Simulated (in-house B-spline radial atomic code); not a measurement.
Ionisation energies along the 42-electron series, configuration 1s2 2s2 2p6 3s2 3p6 3d10 4s2 4p6 4d3/2(4) 4d5/2(2), as differences of self-consistent energies. Dirac energy differences include first-order Breit, QED and recoil terms. NIST's values go from ground level to ground level; the uncertainty of those that are theory runs from under 0.1 % in few-electron ions to several per cent in heavy many-electron ones. Computed with a radial B-spline atomic code at the basis-set limit: Dirac-Hartree-Fock, jj configuration that fills j = l - 1/2 first, finite nuclei.

A number in brackets counts the electrons of a j subshell.

```
  ion     configuration after  ionisation energy (eV)  IE/(q+1)² (eV)  -ε less Coulomb ΔSCF (eV)  Breit and QED recoil part (eV)  tabulated value (eV)    tabulated kind  computed minus tabulated (eV)
 Ru2+  [Kr] 4d3/2(4) 4d5/2(1)                    28.5          3.1642                     1.3003                        0.019809                 28.47    semi-empirical                            0.0
 Rh3+  [Kr] 4d3/2(4) 4d5/2(1)                       ?               ?                          ?                               ?                     ?  tabulated theory                              ?
 Pd4+  [Kr] 4d3/2(4) 4d5/2(1)                    63.4          2.5379                     1.2114                        0.024465                    61  tabulated theory                            2.4
 Ag5+  [Kr] 4d3/2(4) 4d5/2(1)                    84.1          2.3372                     1.1934                        0.025158                    82  tabulated theory                            2.1
 Cd6+  [Kr] 4d3/2(4) 4d5/2(1)                   106.8          2.1804                      1.183                        0.024849                   105  tabulated theory                            1.8
 In7+  [Kr] 4d3/2(4) 4d5/2(1)                   131.5          2.0545                     1.1772                        0.023549                 130.1  tabulated theory                            1.4
 Sn8+  [Kr] 4d3/2(4) 4d5/2(1)                   158.0          1.9511                     1.1744                         0.02125                   156  tabulated theory                            2.0
 Sb9+  [Kr] 4d3/2(4) 4d5/2(1)                   186.5          1.8646                     1.1735                        0.017924                   185  tabulated theory                            1.5
Te10+  [Kr] 4d3/2(4) 4d5/2(1)                       ?               ?                          ?                               ?                     ?  tabulated theory                              ?
 I11+  [Kr] 4d3/2(4) 4d5/2(1)                   248.8          1.7279                     1.1756                       0.0080624                   247  tabulated theory                            1.8
Xe12+  [Kr] 4d3/2(4) 4d5/2(1)                   282.7          1.6729                     1.1777                       0.0014505                   281  tabulated theory                            1.7
Cs13+  [Kr] 4d3/2(4) 4d5/2(1)                   318.4          1.6246                     1.1804                      -0.0063482                   316  tabulated theory                            2.4
Ba14+  [Kr] 4d3/2(4) 4d5/2(1)                   355.9          1.5818                     1.1834                       -0.015367                   354  tabulated theory                            1.9
La15+  [Kr] 4d3/2(4) 4d5/2(1)                   395.2          1.5436                     1.1866                       -0.025666                   393  tabulated theory                            2.2
Ce16+  [Kr] 4d3/2(4) 4d5/2(1)                       ?               ?                          ?                               ?                     ?  tabulated theory                              ?
Pr17+  [Kr] 4d3/2(4) 4d5/2(1)                   479.0          1.4783                     1.1936                       -0.050284                   478  tabulated theory                            1.0
Nd18+  [Kr] 4d3/2(4) 4d5/2(1)                   523.5          1.4502                     1.1972                       -0.064702                   522  tabulated theory                            1.5
```

(1) Fill in the row of Rh3+.

(2) Fill in the row of Te10+.

(3) Fill in the row of Ce16+.

Results:

(1) ionisation energy (eV): 44.8; IE/(q+1)² (eV): 2.8029; -ε less Coulomb ΔSCF (eV): 1.2428; Breit and QED recoil part (eV): 0.022723; tabulated value (eV): 42; computed minus tabulated (eV): 2.8.

(2) ionisation energy (eV): 216.7; IE/(q+1)² (eV): 1.7911; -ε less Coulomb ΔSCF (eV): 1.1741; Breit and QED recoil part (eV): 0.013547; tabulated value (eV): 215; computed minus tabulated (eV): 1.7.

(3) ionisation energy (eV): 436.2; IE/(q+1)² (eV): 1.5093; -ε less Coulomb ΔSCF (eV): 1.1901; Breit and QED recoil part (eV): -0.037289; tabulated value (eV): 435; computed minus tabulated (eV): 1.2.
